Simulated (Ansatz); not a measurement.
A nudged elastic band was laid between two geometries of AlFH$_{6}$N$_{2}$O (11 atoms, charge 0, multiplicity 1).

All numbers below come from RKS PBE0/6-31G* in Ansatz 0.2.0.

```json
{
  "movable images": "5",
  "climbing image": "yes",
  "spring": "5.0 eV/Å²",
  "optimiser": "quadratic models (default)",
  "start path": "through a guess of the saddle point",
  "force threshold": "0.05 eV/Å",
  "iteration limit": "60",
  "end points": "relaxed"
}
```

Image 0:

```xyz
11
Properties=species:S:1:pos:R:3
Al 0.116 0.713 -0.113
O -0.087 -0.072 1.729
H -0.966 -0.401 1.382
N 1.598 0.216 -0.969
H 1.656 -0.547 -1.628
H 2.513 0.611 -0.811
N -1.488 -0.134 -0.460
H -2.288 0.449 -0.683
H -1.512 -0.930 -1.088
F -0.026 2.298 0.409
H -0.276 0.655 2.343
```

Image 6:

```xyz
11
Properties=species:S:1:pos:R:3
Al 0.118 0.714 -0.111
O -0.089 -0.059 1.735
H -0.966 -0.389 1.386
N 1.602 0.196 -0.950
H 1.631 -0.484 -1.695
H 2.526 0.559 -0.772
N -1.482 -0.136 -0.461
H -1.497 -0.953 -1.062
H -2.286 0.434 -0.702
F -0.035 2.302 0.404
H -0.283 0.676 2.339
```

(1) What changes between the two ends?

(2) Give the energies along the band, and the barrier.

(3) What is the geometry of the highest image?

(4) What are the harmonic wavenumbers there?

## Answers

(1) No bond is made or broken.  The two ends are copies of one structure, up to a mirror image or an exchange of like atoms.

(2) It converged. The highest image is number 3 of 0 to 6, 0.216 eV above the ends, which have the same energy within 2 meV. A vibrational analysis at the climbing image gives one clearly imaginary mode, 271i cm⁻¹: a first-order saddle point.

```csv
image,path coordinate (Å),energy (eV)
0,0.00,0.000
1,0.77,0.058
2,1.54,0.150
3,2.31,0.216
4,2.95,0.150
5,3.58,0.046
6,4.22,0.000
```

(3) 
```xyz
11
Properties=species:S:1:pos:R:3
Al 0.052 0.605 -0.141
O -0.136 -0.114 1.752
H -1.041 -0.413 1.924
N 1.599 0.208 -0.930
H 1.732 -0.585 -1.539
H 2.461 0.719 -0.814
N -1.497 -0.022 -0.804
H -2.148 -0.660 -0.373
H -1.825 0.216 -1.729
F 0.117 2.109 0.653
H -0.074 0.794 2.111
```

(4) 271i, 142, 182, 198, 212, 244, 268, 280, 285, 368, 387, 585, 656, 677, 686, 716, 872, 891, 1611, 1628, 1691, 3626, 3629, 3658, 3716, 3727, 3846 cm⁻¹.

The run took 2.1 min on 2 threads of Arm Neoverse V2, on a shared host, peak memory 0.21 GiB.
